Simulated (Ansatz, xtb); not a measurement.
# Two isomers of GeH6OSi

Structure a is `[SiH3][O][GeH3]`, a singlet and structure b is `O[SiH2][GeH3]`, a singlet. Both are isolated molecules in the gas phase, relaxed with B3LYP/6-31G*, each in the lowest conformer that the search found.

a (Å):

```tsv
atom	x (Å)	y (Å)	z (Å)
Ge	-0.5288	-1.2295	1.5820
O	-0.5783	-0.5352	-0.0772
Si	0.1872	0.7743	-0.7394
H	-0.1723	2.0389	-0.0338
H	1.6716	0.6339	-0.6808
H	-0.2297	0.8815	-2.1606
H	0.9255	-1.6516	1.9068
H	-1.4742	-2.4462	1.5430
H	-1.0213	-0.1606	2.5888
```

b (Å):

| atom | x (Å) | y (Å) | z (Å) |
| --- | --- | --- | --- |
| Ge | 0.8109 | -1.2955 | 0.7560 |
| O | -1.7607 | 0.7358 | 1.0962 |
| Si | -0.5115 | 0.5461 | -0.0015 |
| H | 0.3339 | 1.7746 | -0.0950 |
| H | -1.0230 | 0.2726 | -1.3787 |
| H | -2.3847 | 1.4531 | 0.9146 |
| H | 1.9949 | -1.5238 | -0.2174 |
| H | 1.4003 | -1.0344 | 2.1621 |
| H | -0.0119 | -2.6041 | 0.8124 |

Quicker runs give these differences E(b) − E(a): GFN2-xTB +14.6 kcal/mol; HF/STO-3G +4.0 kcal/mol (at GFN2-xTB geometries); r2SCAN-D4/def2-SVP +6.8 kcal/mol (at GFN2-xTB geometries).

Question: Estimate E(b) − E(a) at the level CCSD(T)/def2-TZVP.

Answer: Calculated at CCSD(T)/def2-TZVP: E(b) − E(a) = +8.3 kcal/mol, so structure a lies lower.

How the difference moves with the method:

| level | geometry | E(b) − E(a) (kcal/mol) | departure from the last row (kcal/mol) | job, with rough time for the two |
| --- | --- | --- | --- | --- |
| GFN2-xTB | GFN2-xTB | +14.6 | +6.2 | optimisation, 0.57 s |
| HF/STO-3G | GFN2-xTB | +4.0 | −4.3 | single point, 1.4 s |
| r2SCAN-D4/def2-SVP | GFN2-xTB | +6.8 | −1.5 | single point, 9.6 s |
| B3LYP/6-31G* | B3LYP/6-31G* | +6.7 | −1.6 | optimisation, 3.2 min |
| HF/def2-TZVP | B3LYP/6-31G* | +12.5 | +4.2 | part of the CCSD(T) run |
| MP2/def2-TZVP | B3LYP/6-31G* | +9.3 | +0.9 | part of the CCSD(T) run |
| CCSD(T)/def2-TZVP | B3LYP/6-31G* | +8.3 |  | single point, 3.7 min |

As drawn, b has 1 Ge–Si, 1 O–H in place of 1 Ge–O, 1 Si–H.

The levels shown agree on the order. The largest departure from CCSD(T)/def2-TZVP is that of GFN2-xTB, 6.2 kcal/mol.

With harmonic frequencies from B3LYP/6-31G* (ideal gas, rigid rotor, one conformer each, 298.15 K, 1 atm): the zero-point term adds +0.8 kcal/mol; ΔH is +9.2 and ΔG +9.5 kcal/mol.

The correlated steps freeze 15 core orbitals; the filled d shell of Ge is correlated, in a basis made for valence electrons. Run with Ansatz 0.2.0, xtb 6.7.1; the last row on 1 thread of AMD EPYC (Zen 3) on a shared host.
